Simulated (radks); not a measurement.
Effect of the nuclear size on the antimony ion Sb2+, [Kr] 4d10 5s2 5p1. Calculated with a radial shooting solver on a logarithmic mesh with Libxc functionals: Dirac Kohn-Sham, BLYP, spin-unpolarised, spherical densities, finite nucleus; open shells fill j = l - 1/2 first; Fermi nuclear charge, rms radius 4.6802 fm. The rms radius is varied about that value; shifts are against it.

| rms radius (fm) | total energy shift (eV) | density at nucleus (e/bohr^3) | 1s1/2 shift (meV) | 2s1/2 shift (meV) | 4s1/2 shift (meV) | 4p1/2 shift (meV) | 5s1/2 shift (meV) | 5p1/2 shift (meV) | 6s1/2 (empty) shift (meV) |
|---|---|---|---|---|---|---|---|---|---|
| 3.9126 | -1.41 | 2.151e+05 | -589 | -67.9 | -2.59 | 0.239 | -0.291 | 0.064 | -0.061 |
| 4.493 | -0.362 | 2.104e+05 | -152 | -17.5 | -0.667 | 0.061 | -0.075 | 0.016 | -0.016 |
| 4.6802 | 0 | 2.09e+05 | 0.000 | 0.000 | 0.000 | 0.000 | 0.000 | 0.000 | 0.000 |
| 5.0359 | 0.722 | 2.066e+05 | 303 | 34.9 | 1.33 | -0.123 | 0.149 | -0.033 | 0.032 |
| 5.7379 | 2.28 | 2.023e+05 | 954 | 110 | 4.19 | -0.386 | 0.471 | -0.104 | 0.100 |

Slopes of the eigenvalues against <r^2> in GHz/fm^2, as finite differences over the two radii next to the reference (eigenvalue slopes, not the field-shift constants of lines): 1s1/2 21200, 2s1/2 2450, 4s1/2 93.4, 4p1/2 -8.60, 5s1/2 10.5, 5p1/2 -2.31, 6s1/2 (empty) 2.22.
